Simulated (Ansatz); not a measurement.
(BeS)n: binding per atom (eV) at several levels, gas phase, relaxed structures; Ansatz. Binding counts from free atoms in the multiplicity of their measured ground term, without zero-point energy. The structures are stationary points that may keep the symmetry of their start. Correlated methods freeze inner cores and use unrestricted references for open shells.

```csv
species,state,geometry,PBE-D4/def2-SVP,PBE-D4/def2-TZVP,PBE0-D4/def2-SVP,PBE0-D4/def2-TZVP,LC-ωPBE/def2-TZVP,RPA@PBE/def2-TZVP
(BeS)2 ring (Be2S2),singlet,PBE0-D4/def2-TZVP,3.28,3.34,3.20,3.27,3.19,2.57
(BeS)6 ring (Be6S6),singlet,B3LYP-D4/def2-SVP,3.83,3.82,3.76,3.77,3.68,3.09
```

Task: Estimate the rows for (BeS)3 ring (Be3S3) (singlet, PBE-D4/def2-SVP geometry).

Result: 
```csv
species,state,geometry,PBE-D4/def2-SVP,PBE-D4/def2-TZVP,PBE0-D4/def2-SVP,PBE0-D4/def2-TZVP,LC-ωPBE/def2-TZVP,RPA@PBE/def2-TZVP
(BeS)3 ring (Be3S3),singlet,PBE-D4/def2-SVP,3.74,3.75,3.66,3.69,3.61,3.00
```
